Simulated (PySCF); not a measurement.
Polarisability and C₆ of O (oxygen, neutral)

[He] 2s2 2p4, high-spin 3P determinant. Calculation: PySCF 2.14, in aug-cc-pV5Z (7s6p5d4f3g2h, 127 functions); no relativity, point nucleus. Coupled (time-dependent) response in atomic units; α is the mean over directions.

```
method  mean α (bohr³)         α xx, yy, zz  C₆ (like pair)  S(−4)
   UHF           4.764  4.564, 5.164, 4.564           13.85  10.31
   PBE           5.870  5.433, 6.744, 5.433           17.90  18.61
  PBE0           5.430  5.093, 6.105, 5.093           16.29  14.81
```

S(−4) is the Cauchy moment in α(ω) = α(0) + S(−4) ω² + …

Reference α: 5.3 ± 0.2 bohr³ (recommended; Schwerdtfeger and Nagle, table of static dipole polarizabilities (2023 update)). Published C₆: 15.60 (Chu and Dalgarno (2004); Tang, Norbeck and Certain (1976)).

α(iu) at PBE0:

```tsv
u (hartree)	α(iu) (bohr³)
0	5.430
0.0500	5.394
0.100	5.288
0.200	4.925
0.300	4.457
0.500	3.525
0.750	2.620
1.00	1.994
1.50	1.251
2.00	0.8524
3.00	0.4658
5.00	0.2004
```

A single London oscillator, α(iu) = α/(1 + u²/ω²), gives C₆ = (3/4) ω α². Matching the computed C₆ needs ω = 4 × 16.29 / (3 × 5.430²) = 0.737 hartree.

The components differ because the open shell of this determinant is not spherical; for a pure term their mean is the scalar polarisability.
